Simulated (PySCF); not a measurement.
C₆H₆NO (charge +1).
Structure used (PBE0-D3(BJ)/def2-SVP), in Å, numbered top down from 1:
```
atom  x, y, z in Å
C1    -1.7647    2.0539    0.2932
C2    -1.6130    0.8982   -0.0249
C3    -1.4528   -0.4953   -0.3941
N4    -0.0279   -0.8744   -0.4648
C5     0.9214   -0.6380    0.5187
C6     2.0736   -1.1644    0.0453
O7     1.8227   -1.6948   -1.1811
C8     0.5650   -1.5034   -1.4556
H9    -1.9078    3.0855    0.5715
H10   -1.9364   -1.1616    0.3393
H11   -1.8972   -0.7056   -1.3789
H12    0.6880   -0.1079    1.4398
H13    3.0891   -1.2384    0.4268
H14    0.1327   -1.8418   -2.3973
```

Linear response at B3LYP/def2-SVPD (PySCF, frozen core in the response, non-relativistic). Isolated species at its PBE0-D3(BJ)/def2-SVP geometry (one conformer only).

Static isotropic polarisability: 70.16 au (10.40 Å³), principal values 50.5, 69.8, 90.2 au.

Problem. What is the polarisability at 1064 nm and at the sodium D line?

Solution. 70.80 au at 1064 nm (+0.9 %), 72.35 au at 589.3 nm (+3.1 %). The rise at 589.3 nm is 3.41 times that at 1064 nm; a pure ω² law gives 3.26. The lowest singlet lies at 263 nm, shorter than both wavelengths.

Problem. What is the isotropic C6 coefficient between two such ions, C6 = (3/π)∫α(iω)² dω?

Solution. 2071 au (Eh·bohr⁶) by a ten-point quadrature over imaginary frequencies, which is 1240 eV·Å⁶ or 119 J·nm⁶/mol.

Problem. Which effective excitation energy ω̄ makes London's formula C6 = (3/4)α²ω̄ exact here?

Solution. ω̄ = 4·C6/(3α²) = 0.561 Eh = 15.3 eV. A one-pole form α(ω) = α/(1 − ω²/ω̄²) fitted to the 1064 nm value gives 12.2 eV.

Problem. How anisotropic is the static polarisability, by Δα² = ½[(α1 − α2)² + (α2 − α3)² + (α3 − α1)²]?

Solution. Δα = 34.4 au, or 0.49 of the isotropic value.

Problem. What three-body coefficient follows from the one-pole estimate C9 = (3/4)·α·C6?

Solution. 109000 au. This is an estimate from the two numbers above, not a computed integral.

Problem. How many electrons N does the Slater–Kirkwood formula C6 = (3/4)·√N·α^(3/2) need to give this C6?

Solution. N = (4·C6/3)²/α³ = 22.1; the species has 56 electrons in all.
